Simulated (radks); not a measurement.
Spherical quantum dot in the effective-mass picture: electrons in a well V = -V0 / (1 + exp((r - R)/a)) with V0 = 4.46, R = 6.43, a = 0.67, with a point charge +1 (a donor) at the centre, all in effective atomic units (hartree* = m*/eps^2 hartree, bohr* = eps/m* bohr), one dielectric constant everywhere. Method: non-relativistic Kohn-Sham, r2SCAN, spin-polarised, spherical densities, generalised Kohn-Sham scheme; computed with a radial shooting solver with Libxc functionals. Levels are named by radial order and angular momentum (1s, 1p, 1d, 2s, ...), and open shells are averaged over m.

N = 12, configuration 1s2 1p6 1d(up 3, down 0) 2s(up 1, down 0). This is the lowest configuration that the search found. Occupied levels:

| level | occupation | eigenvalue (hartree*) | <r> (bohr*) |
|---|---|---|---|
| 1s up | 1 | -1.9679 | 3.099 |
| 1s down | 1 | -1.9179 | 3.375 |
| 1p up | 3 | -1.8379 | 4.018 |
| 1p down | 3 | -1.7948 | 3.935 |
| 2s up | 1 | -1.7170 | 2.561 |
| 1d up | 3 | -1.6893 | 4.246 |

Energy (hartree*): total -37.4894, kinetic 3.3564, external -54.820, Hartree 16.909, exchange-correlation -2.9343.
